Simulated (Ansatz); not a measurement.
Reaction (substitution at a C–O bond): `OC(F)Cl` + HBr → `FC(Cl)Br` + H₂O

Calculated with Ansatz (gas phase, PBE0-D4/def2-TZVP geometries, no zero-point term in ΔE). CBS: MP2 limit from def2 TZ/QZ plus the TZ coupled-cluster correction, frozen cores. This one scheme is used for every species. DFT in def2-TZVPP. For Br outer-core shells are correlated without core-valence functions, which leaves a few kJ/mol of doubt a bond. Scalar relativity is left out up to krypton. Each species was taken in one conformer, which may not be the lowest.

| level | ΔE (kJ/mol) |
| --- | --- |
| CAM-B3LYP-D4 | 42.7 |
| ωB97X-V | 40.2 |
| HF/def2-SVP | 82.2 |
| HF/def2-TZVPP | 55.1 |

**Question.** What does CCSD(T)/CBS give? (Estimate.)

**Answer.** Ansatz gave: +27.7 kJ/mol. The listed levels differ from it by 15.0, 12.5, 54.5, 27.4 kJ/mol.

**Question.** What do rigid-rotor, harmonic-oscillator terms from PBE0-D4/def2-TZVP frequencies (298.15 K, 1 bar) make of the CCSD(T)/CBS value? (An estimate is asked.)

**Answer.** Ansatz gave: ΔZPE = +1.8 kJ/mol, ΔH = +31.1 kJ/mol, ΔS = 9 J/(mol·K), ΔG = +28.5 kJ/mol.

Largest T1 diagnostic among the species: 0.011.

From PBE to PBE0 (25 % exact exchange), in def2-TZVPP and without D4, ΔE moves by +4.5 kJ/mol. The D4 term adds −4.2 kJ/mol with B3LYP and −2.1 kJ/mol with PBE0; it sums over pairs of atoms, weighted by their polarisabilities, and B3LYP, whose exchange is more repulsive, gets the larger term. In def2-TZVPP, CCSD(T) changes the Hartree–Fock value by −19.8 kJ/mol (the triples alone add −2.6 kJ/mol) and MP2 by −27.5 kJ/mol.

B3LYP here is the variant with VWN-RPA as its local correlation; programs differ in this.
